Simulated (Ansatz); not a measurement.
Ansatz (an electronic-structure program) input for C3H9MgN, SMILES C[CH](C)[Mg][NH2], PBE-D3(BJ)/def2-SVP. 

Ansatz 0.2 input:
```yaml
crystal:
  periodic: [false, false, false]
  atoms:
    - {symbol: Mg, position_ang: [0.05152110, 0.79643151, 0.67510734]}
    - {symbol: C, position_ang: [-0.27942381, -0.46828450, -1.00020049]}
    - {symbol: C, position_ang: [-1.22854237, -1.63269530, -0.67720550]}
    - {symbol: C, position_ang: [1.03115287, -0.98774706, -1.61121774]}
    - {symbol: H, position_ang: [-0.77515219, 0.16490525, -1.76171695]}
    - {symbol: H, position_ang: [-1.41706383, -2.26896089, -1.56618557]}
    - {symbol: H, position_ang: [-0.81435939, -2.30245006, 0.09821527]}
    - {symbol: H, position_ang: [-2.21394223, -1.29054960, -0.31591488]}
    - {symbol: H, position_ang: [1.70230660, -0.17291381, -1.93400420]}
    - {symbol: H, position_ang: [0.84696454, -1.62247743, -2.50219616]}
    - {symbol: H, position_ang: [1.60082955, -1.61310398, -0.90007941]}
    - {symbol: N, position_ang: [0.34684004, 1.92861276, 2.17234194]}
    - {symbol: H, position_ang: [1.13801703, 2.55371253, 2.31621401]}
    - {symbol: H, position_ang: [-0.25285364, 2.02673189, 2.98972860]}
basis:
  gaussian:
    orbitals: def2-SVP
hamiltonian:
  xc: pbe
  dispersion: d3bj
relax: {f_tol: 0.002, max_steps: 200}
```

It prints:

```
WARN ansatz: RAYON_NUM_THREADS=1 ignored (pool sized by the plan → 1); use --threads N
Functional definition: PBE
integrals: 0.06 GiB planned
1347 factors; their error is unknown
mean field: 0.34 GiB planned
mean field evaluation 1: about -10153.3143 eV, gradient 9.8e1 eV
mean field evaluation 2: about -10056.2785 eV, gradient 1.9e2 eV
mean field evaluation 4: about -10176.4882 eV, gradient 1.6e1 eV
mean field evaluation 8: about -10177.1227 eV, gradient 7.5e-2 eV
mean field evaluation 16: about -10177.0489 eV, gradient 1.0e-4 eV
mean field -10177.04894115 eV, -373.9996503356 hartree, gradient 1.8e-5 eV, S^2 0.000000; 0 other end points of the search recorded, 0 dependent functions left out
the calculation of the forces begins
reference -10177.04898981 eV, -373.9996521239 hartree; 23, 23 occupied and 96, 96 virtual orbitals, 1347 factors
relax step   1: F+E_penalty+E_count = -10177.30969182 eV  Δ(F+E_penalty+E_count) = +0.000e0 eV  max|allowed force component| = 2.329e-1 eV/Å  Δτ_max = 0.0000 Å  (29 SCF iters, accepted)
these checks for a lower state are left out or cut short: starts, cluster_reference, orbital_swaps, neighbouring_geometries, increment
integrals: 0.06 GiB planned
1347 factors; their error is unknown
mean field: 0.34 GiB planned
mean field -10177.05864034 eV, -374.0000067744 hartree, gradient 2.1e-5 eV, S^2 0.000000; 0 other end points of the search recorded, 0 dependent functions left out
the calculation of the forces begins
reference -10177.05868908 eV, -374.0000085656 hartree; 23, 23 occupied and 96, 96 virtual orbitals, 1347 factors
relax step   2: F+E_penalty+E_count = -10177.31874648 eV  Δ(F+E_penalty+E_count) = -9.055e-3 eV  max|allowed force component| = 8.422e-2 eV/Å  Δτ_max = 0.0106 Å  (32 SCF iters, accepted)
these checks for a lower state are left out or cut short: starts, cluster_reference, orbital_swaps, neighbouring_geometries, increment
integrals: 0.06 GiB planned
1347 factors; their error is unknown
mean field: 0.34 GiB planned
mean field evaluation 32: about -10177.0598 eV, gradient 2.1e-5 eV
mean field -10177.05984798 eV, -374.0000511545 hartree, gradient 2.1e-5 eV, S^2 0.000000; 0 other end points of the search recorded, 0 dependent functions left out
the calculation of the forces begins
reference -10177.05989673 eV, -374.0000529460 hartree; 23, 23 occupied and 96, 96 virtual orbitals, 1347 factors
relax step   3: F+E_penalty+E_count = -10177.31967684 eV  Δ(F+E_penalty+E_count) = -9.304e-4 eV  max|allowed force component| = 2.718e-2 eV/Å  Δτ_max = 0.0087 Å  (32 SCF iters, accepted)
these checks for a lower state are left out or cut short: starts, cluster_reference, orbital_swaps, neighbouring_geometries, increment
integrals: 0.06 GiB planned
1347 factors; their error is unknown
mean field: 0.34 GiB planned
mean field -10177.05986774 eV, -374.0000518804 hartree, gradient 2.1e-5 eV, S^2 0.000000; 0 other end points of the search recorded, 0 dependent functions left out
the calculation of the forces begins
reference -10177.05991650 eV, -374.0000536724 hartree; 23, 23 occupied and 96, 96 virtual orbitals, 1347 factors
relax step   4: F+E_penalty+E_count = -10177.31970093 eV  Δ(F+E_penalty+E_count) = -2.409e-5 eV  max|allowed force component| = 7.707e-3 eV/Å  Δτ_max = 0.0042 Å  (32 SCF iters, accepted)
these checks for a lower state are left out or cut short: starts, cluster_reference, orbital_swaps, neighbouring_geometries, increment
integrals: 0.06 GiB planned
1347 factors; their error is unknown
mean field: 0.34 GiB planned
mean field -10177.05986101 eV, -374.0000516330 hartree, gradient 5.6e-6 eV, S^2 0.000000; 0 other end points of the search recorded, 0 dependent functions left out
the calculation of the forces begins
reference -10177.05990977 eV, -374.0000534249 hartree; 23, 23 occupied and 96, 96 virtual orbitals, 1347 factors
relax step   5: F+E_penalty+E_count = -10177.31970966 eV  Δ(F+E_penalty+E_count) = -8.734e-6 eV  max|allowed force component| = 2.683e-3 eV/Å  Δτ_max = 0.0025 Å  (24 SCF iters, accepted)
these checks for a lower state are left out or cut short: starts, cluster_reference, orbital_swaps, neighbouring_geometries, increment
integrals: 0.06 GiB planned
1347 factors; their error is unknown
mean field: 0.34 GiB planned
mean field -10177.05985953 eV, -374.0000515790 hartree, gradient 7.6e-5 eV, S^2 0.000000; 0 other end points of the search recorded, 0 dependent functions left out
the calculation of the forces begins
reference -10177.05990830 eV, -374.0000533709 hartree; 23, 23 occupied and 96, 96 virtual orbitals, 1347 factors
relax step   6: F+E_penalty+E_count = -10177.31971044 eV  Δ(F+E_penalty+E_count) = -7.762e-7 eV  max|allowed force component| = 1.061e-3 eV/Å  Δτ_max = 0.0004 Å  (19 SCF iters, accepted)
integrals: 0.06 GiB planned
1347 factors; their error is unknown
mean field: 0.34 GiB planned
mean field evaluation 64: about -10177.0599 eV, gradient 7.8e-3 eV
mean field -10177.05985953 eV, -374.0000515790 hartree, gradient 7.6e-5 eV, S^2 0.000000; 1 other end points of the search recorded, 0 dependent functions left out
the calculation of the forces begins
reference -10177.05990830 eV, -374.0000533709 hartree; 23, 23 occupied and 96, 96 virtual orbitals, 1347 factors
Total energy: -10177.31975920 eV, -374.0096027155 hartree
Atom 0 at     0.050925     0.799713     0.675198 Å, force    -0.000013     0.001061     0.000076 eV/Å
Atom 1 at    -0.281440    -0.471929    -1.008869 Å, force    -0.000104    -0.000108    -0.000592 eV/Å
Atom 2 at    -1.231439    -1.633899    -0.678315 Å, force     0.000501     0.000797     0.000042 eV/Å
Atom 3 at     1.032960    -0.988473    -1.614842 Å, force    -0.000686     0.000384     0.000464 eV/Å
Atom 4 at    -0.780522     0.168073    -1.773800 Å, force     0.000131    -0.000083     0.000277 eV/Å
Atom 5 at    -1.421092    -2.280960    -1.569559 Å, force    -0.000152    -0.000387     0.000158 eV/Å
Atom 6 at    -0.816508    -2.306069     0.105278 Å, force    -0.000272    -0.000177    -0.000000 eV/Å
Atom 7 at    -2.224598    -1.289970    -0.317674 Å, force    -0.000003    -0.000241    -0.000034 eV/Å
Atom 8 at     1.707706    -0.169191    -1.943740 Å, force     0.000070    -0.000239    -0.000079 eV/Å
Atom 9 at     0.852087    -1.632973    -2.509760 Å, force     0.000323    -0.000257    -0.000058 eV/Å
Atom 10 at     1.608815    -1.614464    -0.897606 Å, force     0.000242    -0.000020    -0.000234 eV/Å
Atom 11 at     0.347679     1.936413     2.181569 Å, force     0.000004    -0.000382     0.000392 eV/Å
Atom 12 at     1.144961     2.564028     2.328209 Å, force    -0.000317    -0.000259    -0.000097 eV/Å
Atom 13 at    -0.253240     2.030913     3.006797 Å, force     0.000276    -0.000088    -0.000315 eV/Å
Dipole moment:     0.006600     0.091841     0.078724 e Å
```

Self-consistency was reached.
